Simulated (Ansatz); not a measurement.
Al9P10H26⁺, a nanocrystal cut from wurtzite AlP (hydrogen-capped), relaxed as a singlet with RKS PBE-D4/def2-SVP in Ansatz, starting from the GFN2-xTB geometry. Force threshold 0.03 eV/Å.

Single mean-field runs in def2-SVP are fitted with def2-universal-jkfit.

Start:

```xyz
45

P    -2.409   -2.796    1.715
Al   -2.257   -1.922    4.017
P    -1.516   -3.070   -2.207
Al   -1.037   -2.265   -4.467
Al   -0.981   -2.141   -0.080
P    -1.178    0.247   -0.203
P    -0.606   -0.252    3.437
Al   -1.218    1.491    1.907
P    -0.548    0.095   -4.037
Al    0.047    1.218   -2.024
P    -0.479    3.544   -1.948
P     0.452    3.159    1.462
Al   -0.203    4.991    0.029
P     1.244   -2.208    0.786
Al    1.502   -1.317    3.021
Al    2.201   -1.397   -1.256
P     2.224    0.992   -1.068
P     2.952    0.580    2.565
Al    2.631    2.328    0.909
H    -3.707   -2.871    1.232
H    -2.243   -4.172    1.810
H    -3.639   -1.328    4.352
H    -1.555   -3.082    4.772
H    -2.568   -3.970   -2.091
H    -0.523   -4.050   -2.208
H    -2.348   -2.332   -5.277
H     0.318   -2.907   -4.858
H    -2.512    0.429   -0.591
H    -0.331    0.422    4.629
H    -2.653    2.020    2.055
H    -1.048    1.000   -4.966
H     0.733    0.061   -4.586
H    -1.698    3.723   -2.584
H     0.267    4.112   -2.972
H     0.690    3.730    2.715
H    -1.609    5.537    0.355
H     1.042    5.841   -0.325
H     1.649   -3.535    0.880
H     2.117   -2.329    3.985
H     0.859   -1.564   -2.249
H     3.537   -2.034   -1.647
H     3.169    1.422   -1.994
H     3.133    1.229    3.779
H     4.259    0.125    2.477
H     3.842    3.247    0.750
```

Task: Estimate the energy that the relaxation releases and the steps that it takes.

Result: 23.7 kcal/mol, in 25 steps; 98 s on 2 threads of AMD EPYC 7R13 on a shared host and a share (18 GiB) of an NVIDIA H100 80GB HBM3. The force fell under the threshold at step 9, but the optimiser went on and released 0.031 eV more. No frequencies were taken in this run, so the end may be a saddle point.

Task: Does the start keep its bonding?

Result: By distances, no bond broke or formed. The bond that changes most is Al16–H41, from 1.53 to 1.59 Å (atoms count from 1).

Task: Predict the relaxed structure.

Result: 
```xyz
45

P    -2.455   -2.858    1.578
Al   -2.295   -1.908    3.882
P    -1.080   -3.188   -2.178
Al   -1.689   -1.899   -4.173
Al   -0.884   -2.095   -0.047
P    -1.330    0.225   -0.308
P    -0.600   -0.230    3.357
Al   -1.327    1.448    1.812
P    -0.121   -0.022   -4.007
Al    0.109    1.183   -1.941
P    -0.534    3.475   -2.081
P     0.397    3.069    1.451
Al   -0.249    4.889   -0.042
P     1.326   -2.176    0.762
Al    1.519   -1.259    2.987
Al    2.607   -1.476   -1.188
P     2.266    0.931   -1.033
P     3.030    0.599    2.623
Al    2.590    2.285    0.940
H    -3.749   -2.691    0.992
H    -2.391   -4.286    1.587
H    -3.703   -1.205    4.144
H    -1.607   -3.087    4.711
H    -2.119   -4.161   -2.021
H     0.035   -4.064   -2.342
H    -3.059   -1.213   -3.702
H    -1.402   -2.745   -5.488
H    -2.650    0.306   -0.859
H    -0.439    0.482    4.591
H    -2.773    2.049    2.098
H    -0.575    0.939   -4.967
H     1.183   -0.275   -4.531
H    -1.871    3.488   -2.586
H     0.142    4.031   -3.211
H     0.538    3.713    2.725
H    -1.716    5.401    0.318
H     1.048    5.759   -0.382
H     1.576   -3.580    0.898
H     2.041   -2.304    4.065
H     1.635   -1.892   -2.419
H     4.143   -1.889   -1.099
H     3.115    1.501   -2.037
H     3.201    1.270    3.875
H     4.361    0.100    2.455
H     3.752    3.360    0.793
```
Bond lengths (bridged metal pairs left out): 25 × Al–P 2.35 to 2.50 Å; 15 × H–P 1.43 Å; 11 × Al–H 1.59 to 1.62 Å.
